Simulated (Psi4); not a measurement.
C$_{6}$H$_{11}$O (SMILES [CH2]C(=O)CC(C)C), doublet (typed; the unrestricted solution is spin-contaminated), geometry from GFN2-xTB; CCSD(T)/STO-3G in Psi4 1.11.

The Psi4 input:
```
memory 2 GB

molecule {
0 2
  C     2.20591404   -0.44031400   -0.45736849
  C     1.09196265    0.41268942   -0.33583232
  O     0.74406726    1.18356321   -1.23663528
  C     0.33877984    0.38585523    0.98522440
  C    -1.05395983   -0.24932639    0.79482052
  C    -1.93197516    0.63147546   -0.08384838
  C    -0.94128819   -1.65817365    0.21568997
  H     2.84814120   -0.34666925   -1.31626420
  H     2.53069654   -1.06534200    0.35393873
  H     0.20910406    1.41361474    1.32870449
  H     0.90023319   -0.17200020    1.73410466
  H    -1.50758209   -0.31944056    1.79155030
  H    -2.87003799    0.13169946   -0.31408151
  H    -2.15062661    1.57484584    0.41159759
  H    -1.41826622    0.85243457   -1.01942306
  H    -0.56382848   -1.62273750   -0.80360340
  H    -0.26927935   -2.27087201    0.81307424
  H    -1.91769218   -2.13727504    0.20137047
}

set basis sto-3g
set reference uhf

energy('ccsd(t)')
print_variables()
```

The log (banner, timings and long lists left out):

```
   => Loading Basis Set <=

    Name: STO-3G
    Role: ORBITAL
    Keyword: BASIS

         ---------------------------------------------------------
                                   SCF
               by Justin Turney, Rob Parrish, Andy Simmonett
                          and Daniel G. A. Smith
                              UHF Reference
         ---------------------------------------------------------

  ==> Geometry <==

    Molecular point group: c1
    Full point group: C1

    Geometry (in Angstrom), charge = 0, multiplicity = 2:

       Center              X                  Y                   Z               Mass
    ------------   -----------------  -----------------  -----------------  -----------------
         C            2.163802854736    -0.479925257653    -0.425578458124    12.000000000000
         C            1.049851464736     0.373078162347    -0.304042288124    12.000000000000
         O            0.701956074736     1.143951952347    -1.204845248124    15.994914619570
         C            0.296668654736     0.346243972347     1.017014431876    12.000000000000
         C           -1.096071015264    -0.288937647653     0.826610551876    12.000000000000
         C           -1.974086345264     0.591864202347    -0.052058348124    12.000000000000
         C           -0.983399375264    -1.697784907653     0.247480001876    12.000000000000
         H            2.806030014736    -0.386280507653    -1.284474168124     1.007825032230
         H            2.488585354736    -1.104953257653     0.385728761876     1.007825032230
         H            0.166992874736     1.374003482347     1.360494521876     1.007825032230
         H            0.858122004736    -0.211611457653     1.765894691876     1.007825032230
         H           -1.549693275264    -0.359051817653     1.823340331876     1.007825032230
         H           -2.912149175264     0.092088202347    -0.282291478124     1.007825032230
         H           -2.192737795264     1.535234582347     0.443387621876     1.007825032230
         H           -1.460377405264     0.812823312347    -0.987633028124     1.007825032230
         H           -0.605939665264    -1.662348757653    -0.771813368124     1.007825032230
         H           -0.311390535264    -2.310483267653     0.844864271876     1.007825032230
         H           -1.959803365264    -2.176886297653     0.233160501876     1.007825032230

  Running in c1 symmetry.

  Rotational constants: A =      0.12816  B =      0.06934  C =      0.05703 [cm^-1]
  Rotational constants: A =   3842.09201  B =   2078.70119  C =   1709.80072 [MHz]
  Nuclear repulsion =  311.788476750363714

  Charge       = 0
  Multiplicity = 2
  Electrons    = 55
  Nalpha       = 28
  Nbeta        = 27

  ==> Algorithm <==

  SCF Algorithm Type is PK.
  DIIS enabled.
  MOM disabled.
  Fractional occupation disabled.
  Guess Type is SAD.
  Energy threshold   = 1.00e-08
  Density threshold  = 1.00e-08
  Integral threshold = 1.00e-12

  ==> Primary Basis <==

  Basis Set: STO-3G
    Blend: STO-3G
    Number of shells: 32
    Number of basis functions: 46
    Number of Cartesian functions: 46
    Spherical Harmonics?: true
    Max angular momentum: 1

  ==> Integral Setup <==

  Using in-core PK algorithm.
   Calculation information:
      Number of atoms:                  18
      Number of AO shells:              32
      Number of primitives:             96
      Number of atomic orbitals:        46
      Number of basis functions:        46

      Integral cutoff                 1.00e-12
      Number of threads:                 1

  Performing in-core PK
  Using 1169642 doubles for integral storage.
  We computed 131203 shell quartets total.
  Whereas there are 139656 unique shell quartets.

  ==> DiskJK: Disk-Based J/K Matrices <==

    J tasked:                  Yes
    K tasked:                  Yes
    wK tasked:                  No
    Schwarz Cutoff:          1E-12

  Minimum eigenvalue in the overlap matrix is 1.9734374343E-01.
  Reciprocal condition number of the overlap matrix is 7.4930563823E-02.
    Using symmetric orthogonalization.

  ==> Pre-Iterations <==

  SCF Guess: Superposition of Atomic Densities via on-the-fly atomic UHF (no occupation information).

   -------------------------
    Irrep   Nso     Nmo
   -------------------------
     A         46      46
   -------------------------
    Total      46      46
   -------------------------

  ==> Iterations <==

                        Total Energy        Delta E     RMS |[F,P]|

   @UHF iter SAD:  -299.00621727922021   -2.99006e+02   0.00000e+00
   @UHF iter   1:  -304.45453532588050   -5.44832e+00   9.80290e-03 DIIS/ADIIS
   @UHF iter   2:  -304.56210937908810   -1.07574e-01   7.59015e-03 DIIS/ADIIS
   @UHF iter   3:  -304.62939543967548   -6.72861e-02   1.44958e-03 DIIS/ADIIS
   @UHF iter   4:  -304.64124058706841   -1.18451e-02   1.01255e-03 DIIS/ADIIS
   @UHF iter   5:  -304.64845011391100   -7.20953e-03   7.78712e-04 DIIS/ADIIS
   @UHF iter   6:  -304.65509288319879   -6.64277e-03   3.05177e-04 DIIS/ADIIS
   @UHF iter   7:  -304.65581415023354   -7.21267e-04   9.33220e-05 DIIS
   @UHF iter   8:  -304.65587636257447   -6.22123e-05   2.82451e-05 DIIS
   @UHF iter   9:  -304.65588039715283   -4.03458e-06   1.72004e-05 DIIS
   @UHF iter  10:  -304.65588263573773   -2.23858e-06   1.29825e-05 DIIS
   @UHF iter  11:  -304.65588489278423   -2.25705e-06   1.04523e-05 DIIS
   @UHF iter  12:  -304.65588808971290   -3.19693e-06   6.71746e-06 DIIS
   @UHF iter  13:  -304.65588929133656   -1.20162e-06   4.80049e-06 DIIS
   @UHF iter  14:  -304.65588957689351   -2.85557e-07   2.91833e-06 DIIS
   @UHF iter  15:  -304.65588964940065   -7.25071e-08   6.41610e-07 DIIS
   @UHF iter  16:  -304.65588965209417   -2.69353e-09   2.65147e-07 DIIS
   @UHF iter  17:  -304.65588965245013   -3.55953e-10   8.50802e-08 DIIS
   @UHF iter  18:  -304.65588965248111   -3.09797e-11   3.04592e-08 DIIS
[...]
  @UHF Final Energy:  -304.65588965248594
    Total Energy =                       -304.6558896524859392
[...]
    15        -0.433493159540574    3.669e-05    0.031044    0.000000    0.000000    0.000000
    16        -0.433491441426548    1.502e-05    0.031045    0.000000    0.000000    0.000000
    17        -0.433491253006505    7.518e-06    0.031045    0.000000    0.000000    0.000000
    18        -0.433491786680415    4.343e-06    0.031046    0.000000    0.000000    0.000000
    19        -0.433492295317112    2.745e-06    0.031046    0.000000    0.000000    0.000000
    20        -0.433492553941936    1.720e-06    0.031046    0.000000    0.000000    0.000000
    21        -0.433492641247751    1.094e-06    0.031047    0.000000    0.000000    0.000000
    22        -0.433492641137494    6.253e-07    0.031047    0.000000    0.000000    0.000000
    23        -0.433492632164856    3.847e-07    0.031047    0.000000    0.000000    0.000000
    24        -0.433492623765665    2.825e-07    0.031047    0.000000    0.000000    0.000000
    25        -0.433492612286138    2.312e-07    0.031047    0.000000    0.000000    0.000000
    26        -0.433492599404539    1.933e-07    0.031047    0.000000    0.000000    0.000000
    27        -0.433492590148401    1.539e-07    0.031047    0.000000    0.000000    0.000000
    28        -0.433492590707728    1.048e-07    0.031047    0.000000    0.000000    0.000000
    29        -0.433492595652273    5.589e-08    0.031047    0.000000    0.000000    0.000000

    Iterations converged.

    Largest TIA Amplitudes:
             19   0        -0.1237332126
             16   0         0.0542237725
             14   0        -0.0397654899
             18   0         0.0316311053
             17   0        -0.0269275848
             21   0        -0.0229611147
             22   0        -0.0223050515
             25   0         0.0198293977
             24   0        -0.0172733160
             15   0         0.0161859190

    Largest Tia Amplitudes:
             25   1         0.1191076041
             22   1         0.0716179719
             25   0        -0.0508465871
             22   0        -0.0290717177
             20   1        -0.0265988497
             14   1         0.0186658766
             21   1        -0.0178794800
             16   1        -0.0176766195
             26  17         0.0169717965
             23   1         0.0134811801

    Largest TIJAB Amplitudes:
     27  26  16   0        -0.0135001455
     21  19  17   0        -0.0097671433
     20  19  17   0        -0.0087076224
     19  18  17   0         0.0079733989
     19  15  17   0        -0.0078787925
     26  13  16   0        -0.0073921189
     19   7  17   0        -0.0063635633
     26  15   8   0        -0.0059753880
     26  18  16   0         0.0059681025
     26   9   5   0         0.0058969210

    Largest Tijab Amplitudes:
     26  25  17   0        -0.0158306888
     25  21  18   0        -0.0134221832
     25  21  18   1         0.0127437287
     22  21  18   1         0.0100222728
     26  22  17   0        -0.0096337441
     22  21  18   0        -0.0089046652
     26  25  10   0        -0.0084910833
     26  25   7   0        -0.0083550721
     26  25   2   1        -0.0074113562
     25  18  18   1         0.0071411058

    Largest TIjAb Amplitudes:
     26  25   0   0        -0.1134643672
     19  25   0   1        -0.0840880486
     26  22   0   0        -0.0719243141
     19  25   0   0         0.0662488760
     19  22   0   1        -0.0551775121
     19  22   0   0         0.0414557113
     16  25   0   1         0.0364654390
     27  25   0   0         0.0342146595
     25  25   0   0        -0.0285109462
     14  25   0   1        -0.0275401783

    SCF energy       (wfn)                    = -304.655889652485939
    Reference energy (file100)                = -304.655889652486337

    Opposite-spin MP2 correlation energy      =   -0.273611798798426
    Same-spin MP2 correlation energy          =   -0.043253176527569
    Singles MP2 correlation energy            =   -0.000000000000000
    MP2 correlation energy                    =   -0.316864975325995
      * MP2 total energy                      = -304.972754627812321

    Opposite-spin CCSD correlation energy     =   -0.393708113467860
    Same-spin CCSD correlation energy         =   -0.039784482184413
    Singles CCSD correlation energy           =    0.000000000000000
    CCSD correlation energy                   =   -0.433492595652273
      * CCSD total energy                     = -305.089382248138634

            **************************
            *                        *
            *        CCTRIPLES       *
            *                        *
            **************************

    Wave function   =    CCSD_T
    Reference wfn   =      UHF

    Nuclear Rep. energy (wfn)                =  311.788476750363714
    SCF energy          (wfn)                = -304.655889652485939
    Reference energy    (file100)            = -304.655889652486337
    CCSD energy         (file100)            =   -0.433492595652273
    Total CCSD energy   (file100)            = -305.089382248138634

    Number of ijk index combinations:
    Spin Case AAA:                                3276
    Spin Case BBB:                                2925
    Spin Case AAB:                               10206
    Spin Case ABB:                                9828
    AAA (T) energy                             =   -0.000073402666884
    BBB (T) energy                             =   -0.000088116854464
    AAB (T) energy                             =   -0.001978219660939
    ABB (T) energy                             =   -0.002318298646870
    (T) energy                                   =   -0.004458037829156
      * CCSD(T) total energy                     = -305.093840285967758

  Variable Map:
  ----------------------------------------------------------------------------
[...]
  Array Variable Map:
  ----------------------------------------------------------------------------
[...]
[...]
```
